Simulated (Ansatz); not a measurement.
Computed with Ansatz on PBE0-D4/def2-TZVP structures; ΔE is electronic, products minus reactants. CCSD(T)/CBS adds triple-zeta CCSD(T) − MP2 to the extrapolated MP2 energy (def2 sets, frozen cores). This one scheme is used for every species. DFT in def2-TZVPP. One conformer a species, not always the lowest.

`O[SiH](O)[SiH3]` + `C=C[Si](N)(O)F` → `C=C[Si](N)(F)O[SiH3]` + `O[SiH2]O`  (cleavage of the Si–Si bond)

| species | PBE energy (Eh) |
| --- | --- |
| `O[SiH](O)[SiH3]` | -732.75109 |
| `C=C[Si](N)(O)F` | -598.92488 |
| `C=C[Si](N)(F)O[SiH3]` | -889.50433 |
| `O[SiH2]O` | -442.20315 |

Q: Work out ΔE.

A: ΔE = (-889.50433) + (-442.20315) − (-732.75109) − (-598.92488) = -0.03151 Eh = -82.7 kJ/mol. CCSD(T)/CBS gives -114.4 kJ/mol.

Largest T1 diagnostic among the species: 0.013.

In def2-TZVPP, CCSD(T) changes the Hartree–Fock value by +28.5 kJ/mol (the triples alone add +4.0 kJ/mol) and MP2 by +20.5 kJ/mol. From PBE to PBE0 (25 % exact exchange), in def2-TZVPP and without D4, ΔE moves by −10.9 kJ/mol.
